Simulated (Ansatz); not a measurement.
The first iterations of a band of CH$_{5}$Ga (7 atoms, charge 0, multiplicity 1).

These are results of RKS PBE-D4/def2-SVP (Ansatz 0.2.0), not measurements.

```
movable images  : 7
climbing image  : yes
spring          : 5.0 eV/Å²
optimiser       : quadratic models (default)
start path      : through a guess of the saddle point
force threshold : 0.05 eV/Å
iteration limit : 60
end points      : relaxed
```

Image 0:

```xyz
7
Properties=species:S:1:pos:R:3
Ga 0.236 0.002 0.118
H 0.207 -0.001 1.706
H 1.635 -0.003 -0.631
C -1.473 0.004 -0.873
H -2.045 -0.914 -0.620
H -2.098 0.862 -0.547
H -1.345 0.050 -1.971
```

Image 8:

```xyz
7
Properties=species:S:1:pos:R:3
Ga 0.494 0.063 -1.592
H 0.513 -0.043 1.422
H 1.240 -0.022 1.168
C -1.487 0.008 -1.031
H -1.735 -0.914 -0.460
H -1.766 0.879 -0.396
H -2.142 0.029 -1.931
```

| iteration | highest image above the first end (eV) | largest band force component (eV/Å) |
| --- | --- | --- |
| 1 | 4.144 | 3.749 |
| 2 | 3.462 | 2.157 |
| 3 | 3.017 | 2.567 |
| 4 | 2.863 | 1.945 |
| 5 | 2.521 | 1.283 |

**Question.** Does the band converge within its limit, and where does its top end?

**Answer.** The forces met the threshold. It ended after 15 iterations with the highest image 2.285 eV above the first end. A vibrational analysis at the climbing image gives one clearly imaginary mode, 1130i cm⁻¹: a first-order saddle point. The orbitals stay closed-shell, which can raise the energy where a bond breaks towards radicals; this wasn't checked here.

Run time: 2.8 min on 1 thread of Arm Neoverse V1 (shared host), peak memory 0.12 GiB.
